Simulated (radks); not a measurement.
Task: These are the eigenvalues of the occupied orbitals of an atom or ion with whole-number occupations (hartree). Method: non-relativistic Kohn-Sham, BLYP, spin-unpolarised, spherical densities, point nucleus; computed with a radial shooting solver on a logarithmic mesh with Libxc functionals.

orbital  eigenvalue
1s        -88.16228
2s         -7.72781
2p         -5.75336
3s         -0.62465
3p         -0.25274

Which element is it, and in what charge state? The configuration may be excited.

Result: Z = 16, sulfur, charge 0: S in [Ne] 3s2 3p4. The list shows which subshells hold electrons but not how many an open one holds; the 1s level, -88.162 hartree, gives Z - s = 13.3 by -(Z - s)^2/2, which with screening narrows Z to a few neighbours, and the depths of the outer levels then fix element, charge and occupations together.
